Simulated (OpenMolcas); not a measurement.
**4d⁵ along the 41-electron sequence**

```json
{
  "Program": "OpenMolcas 26.06",
  "Method": "RASSCF",
  "Basis": "ANO-RCC-VTZP",
  "Scalar Hamiltonian": "DKH2, point nucleus",
  "Spin-orbit coupling": "RASSI with atomic mean-field integrals over the reference wave functions, term energies averaged over their components"
}
```

Active space for each ion: 5 electrons in 9 orbitals (RAS2 4d 5s; RAS3 5p, at most 2 electrons).

Computed levels in cm-1 above ⁶S_5/2:

| Level | Mo+ | Tc2+ | Ru3+ |
| --- | --- | --- | --- |
| ⁴G_5/2 | 20743 | 24909 | 28012 |
| ⁴G_7/2 | 20846 | 25054 | 28238 |
| ⁴G_9/2 | 20918 | 25141 | 28372 |
| ⁴G_11/2 | 20928 | 25100 | 28303 |
| ⁴P_1/2 | 21142 | 28256 | 32259 |
| ⁴P_3/2 | 21573 | 27861 | 31663 |
| ⁴P_5/2 | 21939 | 27573 | 31202 |
| ⁴D_1/2 | 27900 | 30546 | 35078 |
| ⁴D_3/2 | 27986 | 30868 | 35519 |
| weight of ⁶S in the lowest level (%) | 100 | 99 | 99 |

Mixed levels, with the weight of the term that names them: Tc2+ ⁴P_5/2 (73 %), Ru3+ ⁴P_3/2 (74 %), Ru3+ ⁴P_5/2 (69 %), Ru3+ ⁴D_3/2 (74 %).

Measured, with the error of the calculation in %. Measured levels: Mo+ from NIST Handbook of Basic Atomic Spectroscopic Data.

```
  Level            Mo+
 ⁴G_5/2  15199 (+36.5)
 ⁴G_7/2  15331 (+36.0)
 ⁴G_9/2  15428 (+35.6)
⁴G_11/2  15447 (+35.5)
```

⁴G_5/2 changes by a factor of 1.35 over the same range, with steps per unit of Z of +4170, +3100 cm-1.

Some high roots are left out of the spin-orbit mixing, which shifts the levels that they would mix with. Without dynamic correlation excited terms often stand tens of per cent too high (terms of higher spin than the ground term too low), and those without a measured partner can miss by more than the paired ones. Terms from blocks run as CI alone lack orbitals of their own. Configurations are named by rounded mean occupations; where the s occupation lies near a half they are strongly mixed, a name can repeat and a true partner stay unpaired (holds for Mo+). Computed and measured levels are paired by configuration, term and J; levels that our copy of the source lacks, or whose pairing is in doubt (as where it misses far off the trend of its configuration), stay unpaired and out of the deviations. Only configurations of the active space appear.
